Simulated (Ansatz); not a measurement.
Stepwise reaction of `O[SiH2]S[SiH3]` with water, as a gas-phase model of exchange steps in deposition or etching. ΔE in kJ/mol.

Calculated with Ansatz (gas phase, PBE0-D4/def2-TZVP geometries, no zero-point term in ΔE). CBS: MP2 limit from def2 TZ/QZ plus the TZ coupled-cluster correction, frozen cores. This one scheme is used for every species. DFT in def2-TZVPP. B3LYP here is the variant with VWN-RPA as its local correlation; programs differ in this. One conformer a species, not always the lowest.

```csv
step,reaction,PBE-D4,B3LYP-D4,ωB97M-V,CCSD(T)/CBS
1,`O[SiH2]S[SiH3]` + H₂O → `O[SiH](O)S[SiH3]` + H₂,-86.5,-92.1,-93.1,-90.0
2,`O[SiH](O)S[SiH3]` + H₂O → `O[SiH2]S[SiH](O)O` + H₂,-82.5,-87.6,-87.8,-83.5
```

(1) Give the row of step 3, `O[SiH2]S[SiH](O)O` + H₂O → `O[SiH](O)S[SiH](O)O` + H₂. (Estimate.)

(2) By hand: ΔE of the 3 steps together at CCSD(T)/CBS.

Answers

(1) Computed: 
```
step                                                reaction  PBE-D4  B3LYP-D4  ωB97M-V  CCSD(T)/CBS
   3  `O[SiH2]S[SiH](O)O` + H₂O → `O[SiH](O)S[SiH](O)O` + H₂   -90.6     -96.7    -96.6        -93.3
```

(2) (-90.0) + (-83.5) + (-93.3) = -266.8 kJ/mol, or -88.9 kJ/mol a step.

In ΔE step 3 is the lowest and step 2 the highest. All are downhill at CCSD(T)/CBS. PBE-D4 differs from CCSD(T)/CBS by 1.0 to 3.5 kJ/mol a step. Isolated molecules leave out the surface, adducts and barriers. Largest T1 diagnostic: 0.012.
